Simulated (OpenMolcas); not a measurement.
An OpenMolcas run meant for Dy3+ (ANO-R1, X2C; inactive shells 1s 2s 2p 3s 3p 3d 4s 4p 4d 5s 5p; intended active space 9 electrons in 7 orbitals (4f)). One step of its input:

```
&CASPT2
Multistate=18 1 2 3 4 5 6 7 8 9 10 11 12 13 14 15 16 17 18
Frozen=14 9
IPEA=2.0
Imaginary=0.1
MaxIter=60
WThr=0.0 0.3 0.05
PrWF=0.5
NoMix
```

The run finished. Its levels beside those of a sound run (SS-CASPT2, IPEA 0.25 Eh, imaginary shift 0.1 Eh (closed shells correlated: 5s 5p)), in cm⁻¹ above each run's lowest level:

```tsv
Level	This run	Usual run
4f⁹ ⁶H°_15/2	0.0	0.0
4f⁹ ⁶H°_13/2	3645	3666
4f⁹ ⁶H°_11/2	6659	6694
4f⁹ ⁶H°_9/2	9084	9128
4f⁹ ⁶F°_11/2	10452	9763
4f⁹ ⁶F°_9/2	11461	10748
4f⁹ ⁶H°_7/2	10975	11022
4f⁹ ⁶H°_5/2	12382	12429
4f⁹ ⁶F°_7/2	13385	12679
4f⁹ ⁶F°_5/2	15194	14495
4f⁹ ⁶F°_3/2	16603	15911
4f⁹ ⁶F°_1/2	17488	16799
```

Question: Which setting is unsound, and how much does it matter here?

Answer: The IPEA shift is far above its usual 0.25 hartree. Against the sound run the excited levels shown move by 400 cm-1 on average and by 710 cm-1 at most.

CASPT2 breaks the degeneracy within a term, and the mean is taken; among the terms shown or strongly mixed into the levels shown the widest spread is 110 cm-1 (4f⁹ ⁶F°, this run). High states are left out of the spin-orbit mixing, which shifts the levels that they would mix with. The basis is small and was not contracted for so high a charge. Only configurations of the active space appear.

° marks odd parity.
